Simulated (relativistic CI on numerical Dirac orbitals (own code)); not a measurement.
## Mn2+ (3d5) in a crystal field

Calculated by Dirac-Coulomb-Breit CI, separate exchange-only KLI orbitals for each configuration, model QED (radiative potential, 1s self-energy scaled to tabulated hydrogen-like ionisation energies), valence Slater integrals scaled by 0.9, one configuration in a parametric crystal field (own radial code). With so little scaling, terms lie 10 to 35 % too far apart, which can change the order of excited levels.

Field parameters in Wybourne normalisation: Oh B⁴₀ = 21Dq, B⁴₄ = √(5/14) B⁴₀. The field is a parameter set, without covalency.

S and J are read from ⟨S²⟩ = S(S + 1) and ⟨J²⟩ = J(J + 1) of each level; they are not fictitious spins.

Oh, 10Dq = 3250 cm⁻¹, the lowest 10 levels:

```csv
E (cm⁻¹),Degeneracy,Irrep,S,J
0.0,6,Γ7+Γ8,2.50,2.50
26688,2,Γ7,1.50,4.22
26697,4,Γ8,1.50,4.24
26730,4,Γ8,1.50,3.94
26760,2,Γ6,1.50,3.69
27969,2,Γ7,1.50,2.92
27992,4,Γ8,1.50,3.94
28016,2,Γ6,1.50,5.30
28023,4,Γ8,1.50,5.11
28243,4,Γ8,1.50,4.32
```

Oh, 10Dq = 5850 cm⁻¹, the lowest 10 levels:

```csv
E (cm⁻¹),Degeneracy,Irrep,S,J
0.0,6,Γ7+Γ8,2.50,2.50
24519,2,Γ7,1.50,4.03
24531,4,Γ8,1.50,4.05
24580,4,Γ8,1.50,3.70
24617,2,Γ6,1.50,3.43
27349,2,Γ7,1.50,2.92
27387,4,Γ8,1.50,3.86
27448,2,Γ6,1.50,5.12
27454,4,Γ8,1.50,5.02
28242,4,Γ8,1.50,4.36
```

Oh, 10Dq = 8450 cm⁻¹, the lowest 16 levels:

```tsv
E (cm⁻¹)	Degeneracy	Irrep	S	J
0.0	6	Γ7+Γ8	2.50	2.50
22155	2	Γ7	1.50	3.94
22172	4	Γ8	1.50	3.95
22233	4	Γ8	1.50	3.58
22275	2	Γ6	1.50	3.31
26320	2	Γ7	1.50	2.95
26357	4	Γ8	1.50	3.80
26438	2	Γ6	1.50	4.93
26442	4	Γ8	1.50	4.86
28238	4	Γ8	1.50	4.38
28242	2	Γ7	1.50	4.40
28251	2	Γ6	1.50	4.32
28252	4	Γ8	1.50	4.38
29454	2	Γ7	0.51	5.09
29938	4	Γ8	0.51	4.80
33089	4	Γ8	1.50	2.77
```

Oh, 10Dq = 11050 cm⁻¹, the lowest 16 levels:

```tsv
E (cm⁻¹)	Degeneracy	Irrep	S	J
0.0	6	Γ7+Γ8	2.50	2.50
19705	2	Γ7	1.49	3.89
19733	4	Γ8	1.50	3.90
19804	4	Γ8	1.50	3.52
19851	2	Γ6	1.50	3.25
24644	2	Γ7	0.88	4.46
24805	4	Γ8	1.34	3.93
24978	2	Γ6	1.50	4.71
24982	4	Γ8	1.50	4.65
24990	2	Γ7	1.27	3.68
25354	4	Γ8	0.78	4.49
28231	4	Γ8	1.50	4.39
28239	2	Γ7	1.50	4.40
28248	2	Γ6	1.50	4.34
28251	4	Γ8	1.50	4.38
32474	2	Γ7	0.89	4.64
```

Oh, 10Dq = 13650 cm⁻¹, the lowest 10 levels:

```tsv
E (cm⁻¹)	Degeneracy	Irrep	S	J
0.0	2	Γ7	2.50	2.50
0.0	4	Γ8	2.50	2.50
17187	2	Γ7	1.48	3.88
17243	4	Γ8	1.49	3.86
17331	4	Γ8	1.50	3.49
17383	2	Γ6	1.50	3.21
19955	2	Γ7	0.55	4.88
20420	4	Γ8	0.53	4.58
23116	2	Γ7	1.50	3.03
23145	4	Γ8	1.49	3.67
```

Principal g values of the ground doublet: 3.34, 3.34, 3.34.

The free-ion ground term has S = 5/2. Every field shown keeps that spin.

Levels of this model without a field, named by their leading LS term: 6S_5/2 0, 4G_11/2 28224, 4G_9/2 28251, 4G_7/2 28261, 4G_5/2 28263, 4P_5/2 32563, 4P_3/2 32601, 4P_1/2 32639 cm⁻¹.
